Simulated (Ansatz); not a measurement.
Coupled-cluster diagnostics for Ti2S3, Ansatz.

Geometry of the singlet (PBE-D4/def2-SVP):

| atom | x (Å) | y (Å) | z (Å) |
| --- | --- | --- | --- |
| Ti1 | 0.528 | -0.922 | -0.420 |
| Ti2 | -0.528 | 0.922 | 0.420 |
| S3 | -0.991 | 0.213 | -1.713 |
| S4 | -0.769 | -1.108 | 1.463 |
| S5 | 1.760 | 0.895 | 0.249 |

Correlated methods freeze 25 core orbitals; core or outer-core shells of Ti are correlated, in sets that lack core-valence functions. The structure comes from a short search, and lower isomers may exist.

(1) Estimate the CCSD(T) correlation energy, the shares of MP2 and (T), T1 and the reference's ⟨S²⟩ for: charge 0, singlet, own geometry in def2-TZVP; and the rough time on 4 threads of Intel Xeon on a shared host.

## Answers

(1) 
```csv
state,basis,correlation (eV),MP2 share (%),(T) share (%),T1,⟨S²⟩ (pure),wall time,remarks
"charge 0, singlet, own geometry",def2-TZVP,-38.449,96.3,7.9,0.040,0.00 (0.00),2.9 min,restricted SCF unstable
```
Customary marks for T1 are 0.02 (closed shells), 0.045 (open shells) and about 0.05 (3d metals). T1 exceeds 0.02 in 1 of 1 rows and 0.045 in 0; the higher it lies, the less the single-reference result can be trusted.
